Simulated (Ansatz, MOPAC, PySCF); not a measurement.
System: InF, net charge 0, singlet state. SMILES: [F][In]
Structure (B3LYP-D3(BJ)/def2-TZVP (Ansatz, a program for electronic structure) minimum search):
```
F
In 1 2.0109
```

Unscaled harmonic wavenumbers (cm⁻¹) in rising order, each level at the stationary point that it reaches from this structure (no distance between atoms moves by over 0.3 Å); the order of modes can differ between levels, and a negative number is imaginary. B3LYP-D3(BJ)/def2-TZVP (PySCF, at the structure above): 515.

PM6 (MOPAC): 666. Zero-point energy 1.0 against 0.7 kcal/mol; where all levels lie over 400 cm⁻¹, the wavenumbers are on average 1.294 times those of B3LYP-D3(BJ)/def2-TZVP.

PM7 (MOPAC): 560. Zero-point energy 0.8 against 0.7 kcal/mol; where all levels lie over 400 cm⁻¹, the wavenumbers are on average 1.088 times those of B3LYP-D3(BJ)/def2-TZVP.

HF/3-21G (Ansatz): 665. Zero-point energy 1.0 against 0.7 kcal/mol; where all levels lie over 400 cm⁻¹, the wavenumbers are on average 1.291 times those of B3LYP-D3(BJ)/def2-TZVP.

B3LYP/6-31G* with LANL2DZ past Ar (Ansatz): 550. Zero-point energy 0.8 against 0.7 kcal/mol; where all levels lie over 400 cm⁻¹, the wavenumbers are on average 1.068 times those of B3LYP-D3(BJ)/def2-TZVP.
